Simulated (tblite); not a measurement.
Compound: C6H14O2P (charge -1).
Cartesian coordinates in Å at the GFN2-xTB level; atoms count from 1:
```
atom  x, y, z in Å
C1     3.0765    0.5990    0.2769
C2     1.5955    0.9119    0.2184
P3     0.7625   -0.7417   -0.1218
O4     1.1747   -1.2123   -1.4753
O5     0.9862   -1.6372    1.0493
C6    -1.0671   -0.2520   -0.1762
C7    -1.7603   -1.5779   -0.4510
C8    -1.5249    0.3046    1.1616
C9    -1.3406    0.7208   -1.3112
H10    3.2518   -0.1372    1.0596
H11    3.6884    1.4851    0.4710
H12    3.3796    0.1517   -0.6684
H13    1.3866    1.6238   -0.5817
H14    1.2545    1.3299    1.1669
H15   -2.8476   -1.4690   -0.5146
H16   -1.3843   -1.9890   -1.3865
H17   -1.5145   -2.2793    0.3447
H18   -2.6165    0.3569    1.2122
H19   -1.1255    1.3046    1.3263
H20   -1.1649   -0.3454    1.9561
H21   -0.8549    0.3564   -2.2137
H22   -2.4145    0.8137   -1.4984
H23   -0.9456    1.7097   -1.0820
```

Calculated harmonic vibrations of the isolated species, GFN2-xTB (tblite), most abundant isotopes, no scaling. This tight-binding method is rough: wavenumbers can miss measured ones by several per cent, in bad cases by 10 to 20. One conformer, not necessarily the lowest.

Harmonic wavenumbers (cm⁻¹): 51.6, 66.5, 140.8, 160.0, 176.4, 191.6, 212.7, 219.8, 233.9, 274.4, 275.5, 284.7, 324.3, 391.6, 413.7, 451.9, 476.4, 627.4, 672.2, 751.1, 866.8, 951.0, 956.4, 973.4, 973.9, 990.1, 1023.2, 1030.7, 1082.9, 1087.8, 1220.8, 1221.7, 1239.9, 1244.7, 1251.6, 1255.5, 1387.7, 1388.5, 1393.6, 1410.8, 1461.1, 1484.7, 1489.5, 1497.9, 1499.4, 1506.2, 1507.7, 1508.8, 1517.3, 2923.9, 2931.2, 2934.6, 2942.3, 2955.5, 2963.5, 2999.2, 3005.7, 3012.8, 3014.1, 3019.3, 3022.2, 3026.9, 3027.9.

A = 2047, B = 1071, C = 1018 MHz; mass 149.073 u (most abundant isotopes); point group Cs, symmetry number 1.

Question: What is the zero-point energy?

Answer: ½Σν̃ = 42300 cm⁻¹ = 120.94 kcal/mol.

Question: What is S at 273.15 K and 1 bar for an ideal gas of classical rigid rotors and harmonic oscillators?

Answer: Translation 40.50, rotation 29.09, vibration 33.28: S = 102.9 cal/(mol K).

Question: And Cp and H(273.15 K) − H(0)?

Answer: Cp = 43.15 cal/(mol K), of which vibrations give 35.20 (their classical limit is 63 R = 125.2); H(273.15 K) − H(0) = 7.18 kcal/mol without the zero-point energy, 5.01 from vibrations.

Question: Which modes carry the vibrational entropy at 273.15 K?

Answer: 51.6 cm⁻¹: 4.58; 66.5 cm⁻¹: 4.08; 140.8 cm⁻¹: 2.63; 160.0 cm⁻¹: 2.38; 176.4 cm⁻¹: 2.20; 191.6 cm⁻¹: 2.05 cal/(mol K); the other 57 give 15.35 together.

Question: Blend soft modes into free rotors: weight 1/[1 + (100 cm⁻¹/ν̃)⁴] for the oscillator and the rest for a rotor with moment μB/(μ + B), μ = h/(8π²ν), B = 10⁻⁴⁴ kg m². What vibrational entropy results?

Answer: 31.45 cal/(mol K) in place of 33.28, which changes −T·S at 273.15 K by +0.50 kcal/mol.

Question: How do the functions run with temperature in this model?

Answer: 
```csv
T (K),S (cal/(mol K)),Cp (cal/(mol K)),H − H(0) (kcal/mol),G − H(0) (kcal/mol),ln q(vib)
50,59.0,13.2,0.49,-2.45,0.46
100,70.9,22.3,1.39,-5.71,1.73
298.15,106.8,45.9,8.29,-23.54,8.36
373.15,118.0,54.1,12.04,-31.97,10.85
500,135.6,66.7,19.73,-48.07,14.94
750,166.4,85.4,38.90,-85.93,22.59
1000,192.8,98.0,61.93,-130.92,29.67
```

q(vib) and H(0) count from the zero-point level.

Question: What must be added to the electronic energy to get the Gibbs energy at 273.15 K and 1 bar?

Answer: ZPE + [H(273.15 K) − H(0)] − T·S = 120.94 + 7.18 − 28.10 = 100.02 kcal/mol.

Hindered rotation and anharmonicity are outside this model. Other conformers, if any are populated, would add a mixing term that is left out.
